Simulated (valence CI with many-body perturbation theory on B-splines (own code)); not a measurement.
## From CI to CI+MBPT in Er⁶³⁺

Computed by configuration interaction combined with many-body perturbation theory (CI+MBPT): three valence electrons over a frozen Dirac-Fock core [He], a basis of 11 s, 11 p, 9 d, 7 f, 5 g, 2 h, 1 i functions for each j, with the one-electron correlation potential Σ1, the two-electron term Σ2, the three-electron term Σ3, Breit, model QED; selected CI, second order for the rest (own B-spline code, finite nucleus).

No measured spectrum was set against this ion. As an estimate, large intervals hold to a few tenths of a per cent, small ones and those within an open d or f shell to about a per cent.

Each rung adds one term. CI alone is the Dirac-Coulomb CI over the frozen core; QED comes last and gives the full result, which names the levels. Energies are above (2s^2 2p1/2) J=1/2 on the same rung, in Ry.

Levels are named by their leading jj configuration (3d3/2^4 stands for four electrons in 3d with j = 3/2), which in mixed levels can hold well under half, so a name can repeat and another be missing. Letters in brackets count levels of one name in rising energy.

| Level | CI alone |
| --- | --- |
| (2s 2p1/2^2) J=1/2 | 17.22 |
| (2s^2 2p3/2) J=3/2 | 74.24 |
| (2s 2p1/2 2p3/2) J=3/2 [a] | 86.33 |
| (2s 2p1/2 2p3/2) J=5/2 | 89.77 |
| (2s 2p1/2 2p3/2) J=1/2 | 93.91 |
| (2s 2p1/2 2p3/2) J=3/2 [b] | 94.39 |
| (2p1/2^2 2p3/2) J=3/2 | 112.26 |
| (2s 2p3/2^2) J=5/2 | 162.20 |
| (2s 2p3/2^2) J=1/2 | 168.81 |
| (2s 2p3/2^2) J=3/2 | 169.30 |
| (2p1/2 2p3/2^2) J=3/2 | 183.25 |
| (2p1/2 2p3/2^2) J=5/2 | 185.47 |
| (2p1/2 2p3/2^2) J=1/2 | 188.47 |
| (2p3/2^3) J=3/2 | 260.39 |
| (2s^2 3s) J=1/2 | 643.28 |
| (2s^2 3p1/2) J=1/2 | 649.09 |

What do these energies become with core correlation, Breit and QED?

(2s 2p1/2^2) J=1/2 17.27 (+0.053); (2s^2 2p3/2) J=3/2 73.27 (-0.969); (2s 2p1/2 2p3/2) J=3/2 [a] 85.37 (-0.956); (2s 2p1/2 2p3/2) J=5/2 88.21 (-1.564); (2s 2p1/2 2p3/2) J=1/2 92.97 (-0.947); (2s 2p1/2 2p3/2) J=3/2 [b] 93.11 (-1.285); (2p1/2^2 2p3/2) J=3/2 111.14 (-1.115); (2s 2p3/2^2) J=5/2 159.96 (-2.239); (2s 2p3/2^2) J=1/2 167.17 (-1.642); (2s 2p3/2^2) J=3/2 167.22 (-2.073); (2p1/2 2p3/2^2) J=3/2 181.19 (-2.068); (2p1/2 2p3/2^2) J=5/2 182.82 (-2.647); (2p1/2 2p3/2^2) J=1/2 186.60 (-1.873); (2p3/2^3) J=3/2 257.38 (-3.011); (2s^2 3s) J=1/2 642.01 (-1.273); (2s^2 3p1/2) J=1/2 647.79 (-1.298).

How does the ionisation energy move along the ladder, and which term matters most?

CI alone 15531, + Σ1 15531, + Σ2 15531, + Σ3 15531, + Breit 15506, + QED 15506 eV. The largest step is Breit, -25 eV. NIST lists 15511 ± 19 eV (theoretical).
